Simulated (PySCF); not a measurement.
EPR parameters of C7H11O

Species: C7H11O (doublet state).
Cartesian coordinates in Å at the GFN2-xTB level; atoms count from 1:
```xyz
19
C7H11O angstrom
C      2.8843    0.4797   -0.0631
C      1.4266    0.2474   -0.0438
C      0.3484    0.5944   -0.7284
C     -0.6762   -0.1618    0.1019
C     -1.4149   -1.2815   -0.6077
C     -1.6388    0.7605    0.8500
O     -2.5336    1.4072   -0.0184
C      0.5811   -0.5908    0.9135
H      3.2147    0.9021    0.8867
H      3.1472    1.1659   -0.8646
H      3.4156   -0.4608   -0.2145
H     -1.8717   -1.9465    0.1235
H     -0.7343   -1.8542   -1.2335
H     -2.2026   -0.8666   -1.2325
H     -2.2562    0.1828    1.5435
H     -1.0625    1.5010    1.4260
H     -2.0113    1.8267   -0.7135
H      0.7853   -1.6590    0.8646
H      0.5890   -0.2372    1.9440
```

The hyperfine couplings belong to this conformer and change with its torsions.

As a line formula: `C1C(=[C][C@]1(C)CO)C` [radical].

Method: UKS B3LYP, pcH-1 on C H O, non-relativistic, mean-field spin-orbit, GIAO in PySCF. The structure is a single GFN2-xTB conformer in the gas phase; no vibrational or solvent corrections. The geometry wasn't refined by DFT: couplings that depend on bond lengths, twists or pyramidal angles can differ widely from those at the functional's own minimum. No stability test was run, so a lower SCF solution isn't excluded.

* g1, g2, g3: 2.00153, 2.00213, 2.00330
* g_iso: 2.00232
* Form of g: rhombic: the two nearest values differ by 34 % of g3 − g1
* ⟨S²⟩: 0.7569 (exact 0.7500)
* HOMO–LUMO gap, α and β orbitals: 6.60, 4.15 eV
* Total energy: -348.48487 Eh
* Basis functions: 310

Hyperfine couplings atom by atom, in MHz; T1 to T3 are the principal values of the dipolar part; ρ(0) is the spin density at the nucleus:

```
atom  isotope  a_iso     T1     T2     T3  Mulliken spin population  ρ(0) (bohr⁻³)
  C1      13C    8.4   -1.3   -1.2    2.6                      0.01         0.0075
  C2      13C    6.9  -24.7   -1.8   26.5                     -0.07         0.0062
  C3      13C  316.9  -71.8  -54.2  126.0                      0.89         0.2819
  C4      13C   28.5  -15.1  -13.0   28.0                      0.05         0.0254
  C5      13C   -1.8   -1.0   -0.8    1.8                      0.00        -0.0016
  C6      13C   -1.5   -1.1   -0.7    1.8                      0.00        -0.0013
  O7      17O    0.2   -1.3    0.3    1.0                      0.00        -0.0004
  C8      13C   96.7   -9.4   -7.5   16.9                      0.09         0.0860
  H9       1H   -8.3   -2.0   -1.5    3.5                      0.00        -0.0019
 H10       1H    3.4   -3.1   -2.4    5.5                      0.01         0.0008
 H11       1H   -8.7   -2.0   -1.5    3.5                      0.00        -0.0019
 H12       1H    3.2   -2.0   -1.6    3.6                      0.00         0.0007
 H13       1H    0.0   -3.5   -2.4    5.9                      0.00         0.0000
 H14       1H    1.9   -2.9   -2.2    5.1                      0.00         0.0004
 H15       1H    5.7   -2.0   -1.6    3.5                      0.00         0.0013
 H16       1H   -0.2   -3.4   -2.3    5.7                      0.00         0.0000
 H17       1H   -0.8   -4.8   -3.3    8.1                      0.00        -0.0002
 H18       1H   20.2   -5.5   -0.9    6.4                      0.01         0.0045
 H19       1H   22.2   -5.4   -0.9    6.3                      0.01         0.0050
```

Largest spin populations (Mulliken): C3 (+0.89), C8 (+0.09) and C2 (-0.07). No atom but C3 exceeds +0.15. The positive populations add up to 1.08 and the negative ones to -0.08, together 2S = 1.

Under fast tumbling the dipolar parts average out, and these isotropic splittings remain: 1 × 1H (H19, I = 1/2, 2 lines) with 0.79 mT, 1 × 1H (H18, I = 1/2, 2 lines) with 0.72 mT, 1 × 1H (H15, I = 1/2, 2 lines) with 0.20 mT, 3 × 1H (H9/H10/H11, I = 1/2, 4 lines) with 0.16 mT and 3 × 1H (H12/H13/H14, I = 1/2, 4 lines) with 0.06 mT.

Class means assume fast exchange of nuclei equivalent by connectivity; if that motion is slow, each nucleus keeps its own coupling. The three 1H nuclei of mean -4.5 MHz run from -8.7 to 3.4 MHz in the frozen geometry.

The 13C coupling of C3 (316.9 MHz) shows only in satellite lines or after enrichment, since that isotope makes up about 1.07 % of natural carbon.

The spin density at the nucleus, in bohr⁻³, is negative for C5 (-0.0016) and C6 (-0.0013), for instance. A restricted open-shell determinant has no negative spin density anywhere; here it arises because α and β orbitals differ (spin polarisation).
